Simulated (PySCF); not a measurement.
Run record: excited-state job, `CSC1=CC=CC12CC2`.

Method: TDDFT CAM-B3LYP/def2-SVPD, vertical, gas phase, core orbitals frozen in the response (PySCF 2.14.0, density-fitted response routines). Geometry: PBE0-D3(BJ)/def2-SVP. The input is one job of a driver script: a line of settings, then coordinates in Å.

Input:
```
{"job": {"kind": "uv", "xc": "CAM-B3LYP", "basis": "def2-SVPD", "dynamic": true, "nstates": 6, "ntriplets": 0}, "charge": 0, "multiplicity": 1}
C      3.045774    -0.665333     0.362040
S      1.887470     0.356676    -0.557659
C      0.366883    -0.217157     0.066470
C      0.087190    -1.175439     0.993425
C     -1.359244    -1.262598     1.150437
C     -1.964139    -0.370446     0.331706
C     -0.917158     0.355453    -0.413273
C     -1.045511     1.825088    -0.785874
C     -1.100105     0.804850    -1.855422
H      2.949410    -0.490324     1.443640
H      4.052689    -0.372479     0.036023
H      2.888751    -1.731383     0.141443
H      0.809373    -1.784543     1.536034
H     -1.861264    -1.951304     1.831916
H     -3.032677    -0.189587     0.213963
H     -0.137215     2.424867    -0.678364
H     -1.968223     2.324623    -0.481167
H     -2.062121     0.572252    -2.318251
H     -0.230693     0.680501    -2.507296
```

Output:
```
coarse grid: 16512 points
cycle   1  E = -708.3531495387  dE =  1.676e+00  |g| = 3.217e-01  |ddm| = 1.043e+01
cycle   2  E = -708.3720997727  dE = -1.895e-02  |g| = 2.526e-01  |ddm| = 1.878e+00
cycle   3  E = -708.3875149746  dE = -1.542e-02  |g| = 6.824e-02  |ddm| = 7.632e-01
cycle   4  E = -708.3886022274  dE = -1.087e-03  |g| = 3.265e-02  |ddm| = 2.681e-01
cycle   5  E = -708.3888829710  dE = -2.807e-04  |g| = 6.660e-03  |ddm| = 1.085e-01
cycle   6  E = -708.3888951098  dE = -1.214e-05  |g| = 2.546e-03  |ddm| = 2.343e-02
cycle   7  E = -708.3888973546  dE = -2.245e-06  |g| = 7.209e-04  |ddm| = 8.746e-03
final grid: 155136 points
cycle   8  E = -708.4916958972  dE = -4.685e-05  |g| = 3.485e-03  |ddm| = 1.905e-01
cycle   9  E = -708.4916969597  dE = -1.063e-06  |g| = 3.084e-03  |ddm| = 2.399e-02
cycle  10  E = -708.4916994003  dE = -2.441e-06  |g| = 2.997e-04  |ddm| = 7.051e-03
cycle  11  E = -708.4916994195  dE = -1.920e-08  |g| = 2.186e-04  |ddm| = 1.686e-03
cycle  12  E = -708.4916994317  dE = -1.221e-08  |g| = 4.322e-05  |ddm| = 6.426e-04
cycle  13  E = -708.4916994324  dE = -6.553e-10  |g| = 1.568e-05  |ddm| = 1.790e-04
converged SCF energy = -708.4916994324

Static polarisability (au): isotropic 112.514, principal 79.329 123.757 134.456

Singlet excitations
state   eV       nm        f      main configurations
  1   4.3424    285.5   0.15861   H->L 0.98
  2   5.0594    245.1   0.00016   H->L+1 0.80, H->L+9 0.09
  3   5.6428    219.7   0.01306   H->L+3 0.40, H->L+2 0.25, H->L+5 0.17
  4   5.7537    215.5   0.00439   H->L+2 0.57, H->L+3 0.35
  5   6.0982    203.3   0.00344   H->L+4 0.58, H-1->L 0.21
  6   6.2661    197.9   0.00581   H->L+5 0.55, H->L+3 0.13, H->L+6 0.10
```

The SCF starts on a coarse grid where the log names one; the energy can jump when the final grid takes over, and dE then counts from the start density on the new grid. H and L stand for HOMO and LUMO; the number after each pair is its weight.

Question: Give S1 in cm⁻¹ and kJ/mol.

Answer: 4.3424 eV × 8065.54 = 35024 cm⁻¹; × 96.485 = 419.0 kJ/mol.

Question: Give the mean polarisability as a volume in Å³, and the ratio of the largest to the smallest principal value.

Answer: 112.514 au × 0.148185 = 16.67 Å³; 134.456/79.329 = 1.69.

Summary of the converged run: HOMO -6.71 eV, LUMO 0.46 eV; lowest singlet 4.34 eV; mean polarisability 112.5 au.

Cost: about 1.7 min of CPU time on one thread; the machine was shared, so the figure is rough.

One conformer stands for the species.
Labels such as C1 count atoms from 1, the log's own numbers from 0.
